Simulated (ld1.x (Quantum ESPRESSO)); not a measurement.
## Cs: one change to a TM semilocal potential, before and after

- Element: caesium
- Generator: ld1.x (Quantum ESPRESSO) 7.5
- Type: norm-conserving Troullier–Martins (semilocal form)
- Functional: PBEsol
- Relativity: scalar-relativistic
- Frozen core: [Kr] 4d10 5s2
- Valence charge: 7
- Reference configuration: 5p6 5d0 6s0 6p0 (charge +1)
- Partial waves: 6s (bound, empty): rc 3.45 bohr; 5d (bound, empty): rc 3.45 bohr; 5p (bound): rc 2.45 bohr
- Local potential: the p channel
- Core correction: Bessel-smoothed model core inside 1.15 bohr

Change: all radii but the core radius scaled by about 1.04 (s 3.58, p 2.54, d 3.58 bohr).

Cutoffs: the cutoffs (Ry, on a coarse ladder) from which the occupation-weighted sum of valence levels, in a spherical-Bessel basis at the reference potential, stays within 10 and 1 mRy of its value at 400 Ry; they do not see the model core or the augmentation charge, which bear on the density cutoff. Errors are all-electron minus pseudo energies relative to the spin-unpolarised reference configuration.

Problem. Predict the effect on cutoff, ghosts and configuration errors.

Solution. The potential gets softer (18 Ry and 35 Ry → 15 Ry and 30 Ry); of the 5 tests that both files solve, the error grows in 1 and shrinks in 1 by more than 15 % and 0.3 meV (median size 1.9 → 1.6 meV); neither file shows a bound ghost at the reference potential, the only one tested. A larger radius leaves more room for a smooth pseudo-wave, so fewer plane waves are needed. A semilocal file is local in each channel, so a ghost entry of none says nothing of the separable form that plane-wave codes build from it.

```tsv
quantity	base	changed
cutoff, loose	18 Ry	15 Ry
cutoff, tight	35 Ry	30 Ry
bound ghosts	none	none
tests counted (converged, no solver errors)	5 of 6	5 of 6
error for 5p6 5d0 6s1 6p0, meV [ΔE -3.79 eV]	+4.4	+3.7
error for 5p6 5d0 6s0.5 6p0, meV [ΔE -2.33 eV]	+0.7	+0.6
error for 5p6 5d0.5 6s0.5 6p0, meV [ΔE -2.95 eV]	+1.9	+1.6
error for 5p5 5d0 6s1 6p0, meV [ΔE 14.10 eV]	-83	-100
error for 5p6 5d1 6s0 6p0, meV [ΔE -2.13 eV]	-1.5	-1.5
```

Base: Tests not counted: 5p6 5d0 6s0 6p1 (solver errors, printed error -1.2 eV). Changed file: Tests not counted: 5p6 5d0 6s0 6p1 (solver errors, printed error -1.2 eV).
